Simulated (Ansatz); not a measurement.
Consider the ligand exchange at the Si–Br bond: `N[Si](N)(Br)Br` + NH₃ → `N[Si](N)(N)Br` + HBr.

Computed with Ansatz on PBE0-D4/def2-TZVP structures; ΔE is electronic, products minus reactants. CCSD(T)/CBS is the MP2 limit (def2-TZVPP, def2-QZVPP) plus CCSD(T) − MP2 in def2-TZVPP, frozen cores. This one scheme is used for every species. For Br outer-core shells are correlated without core-valence functions, which leaves a few kJ/mol of doubt a bond. Scalar relativity is left out up to krypton. Each species was taken in one conformer, which may not be the lowest.

`N[Si](N)(Br)Br`:

```xyz
9

N    -1.234   -0.290    0.763
Si    0.333    0.098    0.262
N     0.394    0.043   -1.426
Br    1.638   -1.335    1.359
Br    1.076    2.132    0.782
H    -2.017    0.229    0.397
H    -1.400   -0.630    1.696
H     0.100   -0.792   -1.908
H     1.110    0.545   -1.925
```

NH₃:

Cartesian coordinates in Å:
```
N 0.066 -0.039 -0.271
H -0.250 0.907 -0.093
H -0.675 -0.661 0.028
H 0.859 -0.207 0.336
```

`N[Si](N)(N)Br`:

Z-matrix (Å, degrees):
```
Si
N 1 1.697
N 1 1.704 2 105.3
N 1 1.704 2 105.3 3 132.4
Br 1 2.249 2 118.4 3 -113.8
H 2 1.007 1 119.8 3 40.7
H 2 1.007 1 119.8 3 -173.1
H 3 1.007 1 120.5 2 54.6
H 3 1.006 1 120.7 2 -155.5
H 4 1.006 1 120.7 2 155.4
H 4 1.007 1 120.5 2 -54.6
```

HBr:

Cartesian coordinates in Å:
```
Br -0.191 -0.335 -0.596
H 0.191 0.335 0.596
```

```
         species  CCSD/def2-SVP energy (Eh)
`N[Si](N)(Br)Br`                -5545.27709
             NH₃                  -56.35105
 `N[Si](N)(N)Br`                -3028.68426
             HBr                -2572.93322
```

Work out ΔE.

ΔE = (-3028.68426) + (-2572.93322) − (-5545.27709) − (-56.35105) = 0.01066 Eh = +28.0 kJ/mol. CCSD(T)/CBS gives +35.3 kJ/mol.

Largest T1 diagnostic among the species: 0.008.

At CCSD(T), def2-SVP lies −6.0 kJ/mol from the extrapolated value and def2-TZVPP −6.1 kJ/mol. From BLYP to BHLYP (50 % exact exchange), in def2-TZVPP and without D4, ΔE moves by −3.9 kJ/mol.
